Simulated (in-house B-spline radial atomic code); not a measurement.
# Ionising the zinc ion Zn²⁺ with different functionals

Computed with an all-electron radial atomic-structure program (B-spline basis): four-component Dirac-Coulomb Hamiltonian, Fermi nucleus of rms radius 3.9283 fm, spin-restricted, spherical fractional occupations for the functionals. The ionisation energy is the difference of two self-consistent energies, [Ar] 3d10 → [Ar] 3d9, without Breit or QED terms; ε is the level of the shell that loses the electron (mean over j). The electron is taken from both j subshells in proportion to 2j + 1, so the result is a j average, not the step between ground levels.

Hybrids are left out here: with spherical fractional occupations of an open shell their exact exchange keeps a self-interaction that integer-occupation calculations don't have.

| method | rung | ΔSCF (eV) | -ε(3d) (eV) |
| --- | --- | --- | --- |
| LDA VWN5 | LDA | 40.90 | 31.23 |
| relativistic LDA | LDA | 40.92 | 31.24 |
| LDA PW92 | LDA | 40.90 | 31.22 |
| LDA exchange-only | LDA | 39.17 | 29.58 |
| PBE | GGA | 40.53 | 30.85 |
| PBEsol | GGA | 40.51 | 30.83 |
| BLYP | GGA | 40.54 | 30.89 |
| RPBE | GGA | ? | ? |
| PW91 | GGA | ? | ? |
| BP86 | GGA | 40.61 | 30.94 |
| AM05 | GGA | 40.53 | 30.85 |
| OLYP | GGA | 40.68 | 30.91 |

**Question.** What does PW91 give?

**Answer.** ΔSCF 40.65 eV, and -ε(3d) = 30.97 eV.

**Question.** What does RPBE give?

**Answer.** ΔSCF 40.41 eV, and -ε(3d) = 30.73 eV.

**Question.** How do they compare with the NIST value?

**Answer.** NIST lists 39.723 eV (measured, ground level to ground level). Errors run from -0.55 to +1.19 eV. The correlated functionals all miss on the same side by more than they spread, so the cause is common to them (Breit-QED terms, spin polarisation, the choice among j levels, multiplet and fine-structure energies, or a listed next ion that isn't the cheapest removal here) and closeness doesn't rank the functionals.
